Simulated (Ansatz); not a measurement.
CH₉BSiSn (`[CH3][SnH2][BH][SiH3]`), relaxed with RKS PBE0-D4/def2-TZVP in Ansatz 0.2.0 from a PBE-D4/def2-SVP geometry. The force threshold is 0.005 eV/Å; the program also tests the step.

Total charge 0; spin multiplicity 1. Sn: def2 effective core potential.

Start:

```xyz
13

C     2.096    0.641    0.092
Sn    0.083    1.485    0.181
B    -1.398   -0.140    0.720
Si   -1.469   -1.793   -0.425
H     2.404    0.286    1.093
H     2.804    1.418   -0.254
H     2.105   -0.209   -0.617
H    -0.263    2.106   -1.406
H     0.097    2.837    1.268
H    -2.104    0.004    1.701
H    -0.068   -2.334   -0.599
H    -1.938   -1.381   -1.803
H    -2.349   -2.921    0.049
```

```tsv
step	energy (eV)	largest force (eV/Å)	largest move (Å)
1	-15562.7789	0.451	0.000
2	-15562.8181	0.161	0.059
3	-15562.8241	0.044	0.024
4	-15562.8245	0.024	0.015
5	-15562.8257	0.020	0.059
6 (rejected)	-15562.8225	0.176	0.197
7 (rejected)	-15562.8249	0.114	0.069
8	-15562.8264	0.007	0.033
9	-15562.8278	0.076	0.098
10	-15562.8284	0.083	0.037
11	-15562.8295	0.091	0.088
15	-15562.8324	0.026	0.016
19	-15562.8327	0.011	0.014
23	-15562.8328	0.006	0.005
27	-15562.8330	0.027	0.079
31	-15562.8334	0.021	0.038
35	-15562.8343	0.030	0.004
39	-15562.8356	0.028	0.097
43	-15562.8372	0.061	0.016
47	-15562.8389	0.035	0.024
51	-15562.8405	0.033	0.010
55 (rejected)	-15562.8409	0.073	0.122
59 (rejected)	-15562.8416	0.044	0.048
63	-15562.8419	0.003	0.012
```

End:

```xyz
13

C     1.987    0.625   -0.290
Sn    0.130    1.507    0.324
B    -1.584    0.047    0.319
Si   -1.300   -1.891   -0.089
H     2.243   -0.202    0.373
H     2.786    1.366   -0.256
H     1.902    0.245   -1.308
H    -0.205    2.848   -0.692
H     0.324    2.125    1.914
H    -2.682    0.482    0.507
H    -0.002   -2.398    0.438
H    -1.218   -1.935   -1.583
H    -2.381   -2.819    0.342
```

It took 3.9 min on 4 threads of an Arm Neoverse V1 on a shared host, with 0.59 GiB of host memory at the peak.
